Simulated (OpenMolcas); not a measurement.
Computed levels of 3d4 in ions with 22 electrons, in cm-1 above 5D0.

```
Program             : OpenMolcas 26.06
Method              : MS-CASPT2, IPEA 0.25 Eh, imaginary shift 0.1 Eh
Basis               : ANO-RCC-VTZP
Scalar Hamiltonian  : DKH2, point nucleus
Spin-orbit coupling : RASSI with atomic mean-field integrals over the reference wave functions, term energies averaged over their components
```

Active space for each ion: 4 electrons in 5 orbitals (3d); closed shells correlated by CASPT2: 3s 3p.

```json
{"Level": "5D1", "Cr2+": "65.9", "Mn3+": "103", "Fe4+": "154", "Ni6+": "295", "Cu7+": "398"}
{"Level": "5D2", "Cr2+": "195", "Mn3+": "303", "Fe4+": "452", "Ni6+": "851", "Cu7+": "1137"}
{"Level": "5D3", "Cr2+": "383", "Mn3+": "591", "Fe4+": "877", "Ni6+": "1626", "Cu7+": "2150"}
{"Level": "5D4", "Cr2+": "624", "Mn3+": "957", "Fe4+": "1411", "Ni6+": "2580", "Cu7+": "3380"}
{"Level": "3P0(1)", "Cr2+": "17400", "Mn3+": "21150", "Fe4+": "24900", "Ni6+": "30710", "Cu7+": "33410"}
{"Level": "3P1(1)", "Cr2+": "17800", "Mn3+": "21780", "Fe4+": "25840", "Ni6+": "32480", "Cu7+": "35770"}
{"Level": "3H4", "Cr2+": "18190", "Mn3+": "21970", "Fe4+": "25770", "Ni6+": "32460", "Cu7+": "35710"}
{"Level": "3H5", "Cr2+": "18330", "Mn3+": "22190", "Fe4+": "26120", "Ni6+": "33140", "Cu7+": "36650"}
{"Level": "3H6", "Cr2+": "18490", "Mn3+": "22440", "Fe4+": "26490", "Ni6+": "33850", "Cu7+": "37590"}
```

Task: Estimate 5D4, 3P0(1), 3P1(1) for Co5+ from its neighbours Fe4+ and Ni6+.

Result: 5D4 is fine structure, which grows about as the fourth power of a screened charge, so the fourth roots are averaged: ((1411^0.25 + 2580^0.25) / 2)^4 = 1930. The calculation gives 1985, so the estimate is off by -2.8 %; the measured value is 1782 (Sugar and Corliss, J. Phys. Chem. Ref. Data 10, 1097 (1981)).
3P0(1) is another term, which grows about linearly with the charge: (24900 + 30710) / 2 = 27805. The calculation gives 28750, so the estimate is off by -3.3 %; the measured value is 27166 (Sugar and Corliss, J. Phys. Chem. Ref. Data 10, 1097 (1981)).
3P1(1) is another term, which grows about linearly with the charge: (25840 + 32480) / 2 = 29160. The calculation gives 30090, so the estimate is off by -3.1 %; the measured value is 28462 (Sugar and Corliss, J. Phys. Chem. Ref. Data 10, 1097 (1981)).

CASPT2 breaks the degeneracy within a term, and the mean is taken; among the terms shown or strongly mixed into the levels shown the widest spread is 380 cm-1 (3d4 3H, Mn3+). Terms from blocks run as CI alone lack orbitals of their own. The CASPT2 spread within a term exceeds the gap to the next term for 3d4 3P(1) and 3d4 3H, so the order of their levels is uncertain (figures for Cr2+; the like holds for Mn3+). Computed and measured levels are paired by configuration, term and J; levels that our copy of the source lacks, or whose pairing is in doubt (as where it misses far off the trend of its configuration), stay unpaired and out of the deviations. Levels of configurations outside the active space are missing.

A number in round brackets counts repeated terms of one configuration in the order of the reference energies.
